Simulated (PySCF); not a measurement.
**Working out the ionisation energy of O⁺**

O⁺ [He] 2s2 2p3 (4S) → O²⁺ [He] 2s2 2p2 (3P). Calculation: PySCF 2.14, in x2c-TZVPPall with one added diffuse shell each of s, p, d type (6s4p3d1f, 40 functions); the spin-free X2C one-electron Hamiltonian (Gaussian nucleus). Frozen: nothing. Energies in hartree (1 hartree = 27.21139 eV):

```tsv
part	O⁺ (lower)	O²⁺ (upper)
UHF	-74.426672	-73.156102
CCSD correlation	-0.129978	-0.113041
(T)	-0.001652	-0.001404
```

**Question.** What does Hartree-Fock give?

**Answer.** (-73.156102) − (-74.426672) = 1.270570 hartree = 34.574 eV.

**Question.** What do CCSD and CCSD(T) give?

**Answer.** The CCSD correlation energies differ by 0.016937 hartree = 0.461 eV and the triples by 0.000248 hartree = 0.007 eV, so CCSD gives 35.035 eV and CCSD(T) 35.042 eV.

A first-order spin-orbit estimate adds -0.028 eV to CCSD(T) (valence and next inner shell), giving 35.014 eV against 35.121 eV (measured; NIST Atomic Spectra Database, ionization energies).

What remains against the reference includes basis incompleteness and higher excitations.
